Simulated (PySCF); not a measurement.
Harmonic spectrum computed at PBE0 in the def2-TZVP basis family (core potentials from Rb on, PySCF, no spin–orbit coupling):

```csv
symmetry,ω (cm⁻¹),"IR (km/mol, summed over degenerate members)"
π,125,29.3
σ+,394,31.7
σ+,1264,18.1
```

Task: Which molecule gave it? In each, all ligands are bound to the one heavy central atom.
A. BrZrN (singlet)
B. BrSeN (singlet)
C. BrSiN (singlet)
D. BrTeN (singlet)

Result: C. It has C∞v symmetry with Si–Br 2.171 Å, Si–N 1.559 Å.
